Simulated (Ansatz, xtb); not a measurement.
Relative energy of two isomers of C6H10FN

We compare I, `C[C@@H](F)C[C@@H](C)C#N`, a singlet, with II, `C/N=C1\CCC[C@@H]1F`, a singlet. Both are isolated molecules in the gas phase, relaxed with B3LYP-D3(BJ)/def2-SVP; each stands in its lowest conformer found.

Quicker runs give these differences E(II) − E(I): GFN2-xTB −14.0 kcal/mol; HF/STO-3G +3.1 kcal/mol (at GFN2-xTB geometries); r2SCAN-D4/def2-SVP +6.3 kcal/mol (at GFN2-xTB geometries).

Question: Estimate E(II) − E(I) at the level CCSD(T)/def2-SVP + ΔMP2/def2-TZVPP.

Answer: Calculated at CCSD(T)/def2-SVP + ΔMP2/def2-TZVPP: E(II) − E(I) = +13.0 kcal/mol, so structure I lies lower.

How the difference moves with the method:

| level | geometry | E(II) − E(I) (kcal/mol) | departure from the last row (kcal/mol) | job, with rough time for the two |
| --- | --- | --- | --- | --- |
| GFN2-xTB | GFN2-xTB | −14.0 | −26.9 | optimisation, 0.16 s |
| HF/STO-3G | GFN2-xTB | +3.1 | −9.8 | single point, 0.46 s |
| r2SCAN-D4/def2-SVP | GFN2-xTB | +6.3 | −6.7 | single point, 4.9 s |
| B3LYP-D3(BJ)/def2-SVP | B3LYP-D3(BJ)/def2-SVP | +8.3 | −4.7 | optimisation, 2 min |
| HF/def2-SVP | B3LYP-D3(BJ)/def2-SVP | +15.7 | +2.7 | part of the CCSD(T) run |
| MP2/def2-SVP | B3LYP-D3(BJ)/def2-SVP | +16.0 | +3.1 | part of the CCSD(T) run |
| CCSD(T)/def2-SVP | B3LYP-D3(BJ)/def2-SVP | +13.9 | +1.0 | single point |
| CCSD(T)/def2-SVP + ΔMP2/def2-TZVPP | B3LYP-D3(BJ)/def2-SVP | +13.0 |  | single point, 2.8 min |

As drawn, II has 1 C–N, 1 C=N in place of 1 C≡N. Structure I has no ring, II a 5-membered ring.

GFN2-xTB puts the two in the other order. The largest departure from CCSD(T)/def2-SVP + ΔMP2/def2-TZVPP is that of GFN2-xTB, 26.9 kcal/mol. The last row adds to CCSD(T) the change of the MP2 difference between the two basis sets, here −1.0 kcal/mol.

With thermal terms from frequencies at re-optimised GFN2-xTB minima (ideal gas, soft modes damped towards free rotors, one conformer each, 298.15 K, 1 atm): the zero-point term adds +1.0 kcal/mol; ΔH is +13.1 and ΔG +14.8 kcal/mol.

The correlated steps freeze 8 core orbitals. Run with Ansatz 0.2.0, xtb 6.7.1; the last row on 4 threads of Arm Neoverse V1 on a shared host.
